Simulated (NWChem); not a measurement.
System: MoH2S2O2; SMILES [O]=[Mo](=[O])([SH])[SH]

Here is an NWChem input.

```
start job
memory heap 200 mb stack 900 mb global 1100 mb
geometry units angstroms noautoz
  Mo     0.000000     0.000000     0.354380
  O     -0.052394    -1.382216     1.289479
  O      0.052394     1.382216     1.289479
  S      1.933430    -0.164166    -0.943366
  H      1.996836     1.170654    -1.166422
  S     -1.933430     0.164166    -0.943366
  H     -1.996836    -1.170654    -1.166422
end
basis spherical
  * library def2-svp
end
ecp
  Mo library def2-ecp
end
dft
  xc b3lyp
  iterations 150
  mulliken
end
task dft energy
```

Parts of the log:

```
             Northwest Computational Chemistry Package (NWChem) 7.3.0
             --------------------------------------------------------

 C2  symmetry detected

                             Geometry "geometry" -> ""
                             -------------------------

 Output coordinates in angstroms (scale by  1.889725989 to convert to a.u.)

  No.       Tag          Charge          X              Y              Z
 ---- ---------------- ---------- -------------- -------------- --------------
    1 Mo                  42.0000     0.00000000     0.00000000     0.32182491
    2 O                    8.0000     0.04795478    -1.38237713     1.25692391
    3 O                    8.0000    -0.04795478     1.38237713     1.25692391
    4 S                   16.0000     1.94024405    -0.02355997    -0.97592109
    5 H                    1.0000     1.90670851     1.31234427    -1.19897709
    6 S                   16.0000    -1.94024405     0.02355997    -0.97592109
    7 H                    1.0000    -1.90670851    -1.31234427    -1.19897709

 Effective nuclear repulsion energy (a.u.)     685.3885906207

      Symmetry information
      --------------------

 Group name             C2
 Group number              4
 Group order               2
 No. of unique centers     4

                                 NWChem DFT Module
                                 -----------------

 Summary of "ao basis" -> "ao basis" (spherical)
 ------------------------------------------------------------------------------
       Tag                 Description            Shells   Functions and Types
 ---------------- ------------------------------  ------  ---------------------
 Mo                         def2-svp                11       31   5s3p2d1f
 O                          def2-svp                 6       14   3s2p1d
 S                          def2-svp                 8       18   4s3p1d
 H                          def2-svp                 3        5   2s1p

      Symmetry analysis of basis
      --------------------------

        a          54
        b          51

            General Information
            -------------------
          SCF calculation type: DFT
          Wavefunction type:  closed shell.
          No. of atoms     :     7
          No. of electrons :    64
           Alpha electrons :    32
            Beta electrons :    32
          Charge           :     0
          Spin multiplicity:     1
          Use of symmetry is: on ; symmetry adaption is: on
          Maximum number of iterations: 150
          AO basis - number of functions:   105
                     number of shells:    45
          Convergence on energy requested:  1.00D-06
          Convergence on density requested:  1.00D-05
          Convergence on gradient requested:  5.00D-04

              XC Information
              --------------
                         B3LYP Method XC Potential
                     Hartree-Fock (Exact) Exchange  0.200
                        Slater Exchange Functional  0.800 local
                    Becke 1988 Exchange Functional  0.720 non-local
              Lee-Yang-Parr Correlation Functional  0.810
                  VWN I RPA Correlation Functional  0.190 local

             Grid Information
             ----------------
          Grid used for XC integration:  medium
          Radial quadrature: Mura-Knowles
          Angular quadrature: Lebedev.
          Tag              B.-S. Rad. Rad. Pts. Rad. Cut. Ang. Pts.
          ---              ---------- --------- --------- ---------
          Mo                  1.45      123           9.0       590
          O                   0.60       49          11.0       434
          S                   1.00       88          11.0       590
          H                   0.35       45          12.0       434
          Grid pruning is: on
          Number of quadrature shells:   305
          Spatial weights used:  Erf1

      Superposition of Atomic Density Guess
      -------------------------------------

 Sum of atomic energies:       -1022.36749060

      Non-variational initial energy
      ------------------------------

 Total energy =   -1012.927760
 1-e energy   =   -2076.858152
 2-e energy   =     734.346141
 HOMO         =      -0.323370
 LUMO         =      -0.050750

      Symmetry analysis of molecular orbitals - initial
      -------------------------------------------------

  Numbering of irreducible representations:

     1 a           2 b

  Orbital symmetries:

     1 a           2 b           3 a           4 b           5 a
     6 b           7 a           8 b           9 a          10 b
    11 a          12 b          13 a          14 b          15 a
    16 b          17 a          18 b          19 a          20 b
    21 a          22 a          23 b          24 b          25 a
    26 b          27 a          28 b          29 a          30 b
    31 a          32 b          33 a          34 a          35 b
    36 a          37 a          38 b          39 b          40 a
    41 b          42 b

     ---------------------------------------------
      Total Density - Mulliken Population Analysis
     ---------------------------------------------

    Atom       Charge   Shell Charges
 -----------   ------   -------------------------------------------------------
    1 Mo  14    11.43  -0.39  1.55  0.87  0.35  0.06  5.95  0.33  0.14  2.06  0.43  0.08
    2 O    8     9.06   1.99  1.16  0.75  3.16  1.98  0.01
    3 O    8     9.06   1.99  1.16  0.75  3.16  1.98  0.01
    4 S   16    16.47   2.00  1.99  1.21  0.62  5.94  1.83  2.85  0.03
    5 H    1     0.76   0.56  0.17  0.03
    6 S   16    16.47   2.00  1.99  1.21  0.62  5.94  1.83  2.85  0.03
    7 H    1     0.76   0.56  0.17  0.03

   convergence    iter        energy       DeltaE   RMS-Dens  Diis-err
 ---------------- ----- ----------------- --------- --------- ---------
 d= 0,ls=0.0,diis     1  -1015.5209542415 -1.35D+03  5.02D-02  4.39D+00
 d= 0,ls=0.0,diis     2  -1006.9255920233  8.60D+00  4.17D-02  6.70D+01
 d= 0,ls=0.0,diis     3  -1015.9727512754 -9.05D+00  1.19D-02  6.52D-01
 d= 0,ls=0.0,diis     4  -1015.9896625198 -1.69D-02  5.96D-03  5.34D-01
 d= 0,ls=0.0,diis     5  -1016.0721361789 -8.25D-02  5.19D-04  2.93D-03
  Resetting Diis
 d= 0,ls=0.0,diis     6  -1016.0724577052 -3.22D-04  1.98D-04  6.97D-04
 d= 0,ls=0.0,diis     7  -1016.0725387029 -8.10D-05  1.91D-04  6.95D-05
 d= 0,ls=0.0,diis     8  -1016.0724443322  9.44D-05  1.41D-04  9.76D-04
 d= 0,ls=0.0,diis     9  -1016.0725461244 -1.02D-04  2.01D-05  5.15D-06
 d= 0,ls=0.0,diis    10  -1016.0725467544 -6.30D-07  6.23D-06  4.87D-07

         Total DFT energy =    -1016.072546754406
      One electron energy =    -2080.031140448434
           Coulomb energy =      811.448990490557
    Exchange-Corr. energy =      -77.074647231057
 Nuclear repulsion energy =      329.584250434528

 Numeric. integr. density =       64.000007478141

                  Occupations of the irreducible representations
                  ----------------------------------------------

                     irrep           alpha         beta
                     --------     --------     --------
                     a                16.0         16.0
                     b                16.0         16.0

                       DFT Final Molecular Orbital Analysis
                       ------------------------------------

 Vector   30  Occ=2.000000D+00  E=-3.364245D-01  Symmetry=b
              MO Center=  1.6D-13, -2.9D-14, -1.2D-01, r^2= 5.3D+00
   Bfn.  Coefficient  Atom+Function         Bfn.  Coefficient  Atom+Function
  ----- ------------  ---------------      ----- ------------  ---------------
    70      0.225624  4 S  px                93      0.225624  6 S  px
     6      0.224253  1 Mo px                35     -0.205087  2 O  px
    49     -0.205087  3 O  px                67      0.189960  4 S  px
    90      0.189960  6 S  px                37      0.181703  2 O  pz
    51     -0.181703  3 O  pz                18     -0.174212  1 Mo d  1

 Vector   31  Occ=2.000000D+00  E=-3.158899D-01  Symmetry=a
              MO Center=  1.1D-13,  1.0D-14, -5.2D-01, r^2= 4.9D+00
   Bfn.  Coefficient  Atom+Function         Bfn.  Coefficient  Atom+Function
  ----- ------------  ---------------      ----- ------------  ---------------
    70      0.251675  4 S  px                93     -0.251675  6 S  px
    72      0.246139  4 S  pz                95      0.246139  6 S  pz
     8     -0.196113  1 Mo pz                36      0.193190  2 O  py
    50     -0.193190  3 O  py                69      0.192085  4 S  pz
    92      0.192085  6 S  pz                67      0.189619  4 S  px

 Vector   32  Occ=2.000000D+00  E=-2.839756D-01  Symmetry=b
              MO Center=  3.4D-13, -4.3D-14, -8.4D-01, r^2= 5.2D+00
   Bfn.  Coefficient  Atom+Function         Bfn.  Coefficient  Atom+Function
  ----- ------------  ---------------      ----- ------------  ---------------
    72      0.377568  4 S  pz                95     -0.377568  6 S  pz
    69      0.272293  4 S  pz                92     -0.272293  6 S  pz
    70      0.240384  4 S  px                93      0.240384  6 S  px
    67      0.171317  4 S  px                90      0.171317  6 S  px
    66      0.153855  4 S  pz                89     -0.153855  6 S  pz

 Vector   33  Occ=0.000000D+00  E=-1.208560D-01  Symmetry=a
              MO Center= -6.8D-14, -8.6D-16,  5.8D-03, r^2= 3.1D+00
   Bfn.  Coefficient  Atom+Function         Bfn.  Coefficient  Atom+Function
  ----- ------------  ---------------      ----- ------------  ---------------
    17      0.700164  1 Mo d  0              72      0.314057  4 S  pz
    95      0.314057  6 S  pz                19     -0.277377  1 Mo d  2
     8      0.174327  1 Mo pz                36     -0.168355  2 O  py
    50      0.168355  3 O  py                69      0.166286  4 S  pz
    92      0.166286  6 S  pz                24     -0.161391  1 Mo d  2

[...]
```

Level: B3LYP/def2-SVP with def2 effective core potentials on Mo. All runs use the structure optimised with PBE0/def2-SVP. No frequency run checked for a minimum. def2 effective core potentials on Mo; no spin-orbit coupling.
